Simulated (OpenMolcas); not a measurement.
# Cr2+: ligand-field states by method

Cr2+ with its 6 nearest chloride ions at 2.651 Å, on the Na site of NaCl (a = 5.64056 Å, distance in the model lattice 2.820 Å). The rest of the host is ab initio model potentials to 7.6 Å, with orthogonalisation functions on the cations behind the ligands, and point charges beyond; the distance is set by hand and nothing relaxes, and no local charge compensation is placed. Ligand basis ANO-RCC-VDZP.

```
Program             : OpenMolcas 26.06
Basis               : ANO-RCC-VDZP [5s4p2d1f]
Scalar Hamiltonian  : DKH2, point nucleus
Active space        : 4 electrons in 5 orbitals (3d)
State averaging     : 2S+1 = 5 even, 5 roots; 2S+1 = 3 even, 45 roots; 2S+1 = 1 even, 50 roots
Spin-orbit coupling : RASSI with atomic mean-field integrals over the reference wave functions
```

I. CASSCF
II. SS-CASPT2, IPEA 0.25 Eh, imaginary shift 0.1 Eh (closed shells correlated: 3s 3p and the ligand valence shells)

Spin-free states (labels of O, the rotations of Oh) in cm-1, each column counted from its own energy of the first state listed:

```csv
State,Degeneracy,I,II
5E,2,0,0
5T2,3,4750,5590
3T1,3,16116,13770
3E,2,19189,16780
3T1,3,20270,16520
3T2,3,20655,17450
3A2,1,22217,18170
3A1,1,23463,19370
3T1,3,24160,22510
3T2,3,25114,22840
1T2,3,25542,21150
3E,2,25658,21810
1E,2,25939,22040
3T1,3,26604,23780
1A2,1,28613,24860
1A1,1,28822,23070
1T2,3,28994,24330
3T1,3,29367,28610
3T2,3,29621,26950
1T1,3,29962,25070
```

From I to II, I's first state of the same spin (5T2) moves from 4750 to 5590 cm-1, by about +840 cm-1.

From I to II, I's first state of another spin (3T1) moves from 16116 to 13770 cm-1, by about -2400 cm-1.

I: A least-squares ligand-field fit to the states below 45000 cm-1, each weighted by its degeneracy and with a free common offset, gives 10Dq = 4923 cm-1, B = 973 cm-1 and C = 3664 cm-1 (C/B = 3.77), with an rms deviation of 73 cm-1. The same method and metal basis give the free ion B = 1014 cm-1 (fit to its terms below 60000 cm-1, rms deviation 81 cm-1), so the nephelauxetic ratio is β = 973 / 1014 = 0.96; it hangs on how both fits weigh the states, and computed free-ion B values tend to be too large, so β mixes covalency with correlation.

χT at 300 K: I 2.92, II 2.93 cm3 K/mol.

Roots that are degenerate in the reference are averaged as groups; the widest CASPT2 spread within a group is 180 cm-1 (the 3-fold group of multiplicity 5 near 5590 cm-1 above the lowest state of its run, II). Shifts and gaps below about the spread of the groups concerned are not significant. Over all roots computed the reference weight is 0.68 to 0.69 in II; a low but even weight reflects the number of correlated electrons. An orbital doublet at a regular site is open to a Jahn-Teller distortion, which this geometry leaves out. Ligand-to-metal charge-transfer states are missing. With no ligand orbital active B as a rule stays too high, so bands that hang on it stand too high and its fall with covalency is understated. Without dynamic correlation the repulsion within the d shell is too large (B by tens of per cent), so at a given field states of lower spin stand too high (holds for I). With metal d orbitals alone and no dynamic correlation the field as a rule comes out too small, by tens of per cent, by up to half for chloride and softer ligands (holds for I). These CASPT2 states fit no ligand-field parameters well, so their order and spin gaps are uncertain (holds for II). With one d shell and no ligand orbital active, 10Dq can be off by tens of per cent for divalent 3d ions, low with halides held by bare charges and at times high in hosts (holds for II). Free-ion shares, where given, are those of the reference states; single-state CASPT2 does not remix them (holds for II). No measured value stands beside these numbers; the geometry was set by hand and not optimised.
